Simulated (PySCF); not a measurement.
# How methods differ on the excitation energy of In²⁺

In²⁺ [Kr] 4d10 5s1 (2S) → In²⁺ [Kr] 4d10 5p1 (2P), as a difference of total energies. Calculation: PySCF 2.14, in def2-QZVPPD with the def2 core potential (28 electrons); scalar relativity through the core potential. Correlated levels: valence and next inner shell: nothing frozen outside the core potential. The calculations carry no spin-orbit coupling.

```
                                method  excitation energy (cm⁻¹)
                                   UHF                     56547
                                   LDA                     61839
                                   PBE                     60203
                                  PBE0                     59605
                                r2SCAN                     59661
                               LC-wPBE                     59861
                                  MN15                     60395
                                  PW91                     60376
    MP2 (valence and next inner shell)                     60667
SCS-MP2 (valence and next inner shell)                     60056
```
